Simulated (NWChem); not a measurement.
System: Br anion

NWChem input:

```
start job
memory heap 200 mb stack 900 mb global 1100 mb
charge -1
geometry units angstroms noautosym nocenter noautoz
  Br     0.000000     0.000000     0.000000
end
basis spherical
  * library aug-cc-pvdz
end
dft
  xc m06-2x
  iterations 150
end
cosmo
  dielec 4.8
end
task dft energy
```

Level: M06-2X/aug-cc-pVDZ with COSMO at NWChem's default radii, gas-phase geometry; the question gives the dielectric constant. Reactions with the solvent are ignored.

Q: Give the results of this calculation. (M06-2X/aug-cc-pVDZ, COSMO on the gas-phase geometry.) Quantities: electrostatic solvation energy (kcal/mol).

A: 
- electrostatic solvation energy (kcal/mol) = -54.3
